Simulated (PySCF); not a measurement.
SMILES [Si](CCO[SiH3])(C)(C)C (C5H16OSi2) (GFN2-xTB optimised geometry):

```
24

C     -0.909    -1.568    -1.562
Si    -0.283    -0.662     0.000
C      1.624    -0.662     0.000
C     -0.936     1.130     0.000
C     -0.971    -1.615     1.521
C     -1.098    -0.731     2.753
O      0.104    -0.085     3.059
Si     1.403    -0.650     3.838
H     -1.993    -1.556    -1.627
H     -0.524    -1.098    -2.461
H     -0.592    -2.606    -1.575
H      2.015    -0.200    -0.902
H      2.015    -0.114     0.851
H      2.022    -1.671     0.048
H     -0.581     1.666     0.874
H     -0.599     1.671    -0.879
H     -2.022     1.163     0.008
H     -0.315    -2.451     1.763
H     -1.953    -2.032     1.303
H     -1.838     0.055     2.571
H     -1.432    -1.320     3.617
H      2.227     0.548     3.811
H      2.033    -1.791     3.165
H      1.053    -1.085     5.196
```

Calculation: PBE/def2-SVP run with PySCF 2.14.0.

### Question
What are the frontier orbital energies and the dipole moment?

### Answer
HOMO-2 -6.92 eV, HOMO-1 -6.55 eV, HOMO -6.37 eV, LUMO -0.18 eV, LUMO+1 0.94 eV; dipole moment 0.88 D.

Meta-Löwdin charges at PBE/def2-SVP: C1 -0.55, Si2 0.85, C3 -0.55, C4 -0.55, C5 -0.42, C6 0.03, O7 -0.57, Si8 0.69, H9 0.11, H10 0.11, H11 0.11, H12 0.11, H13 0.11, H14 0.11, H15 0.12, H16 0.11, H17 0.11, H18 0.10, H19 0.11, H20 0.10, H21 0.08, H22 -0.09, H23 -0.12, H24 -0.12.
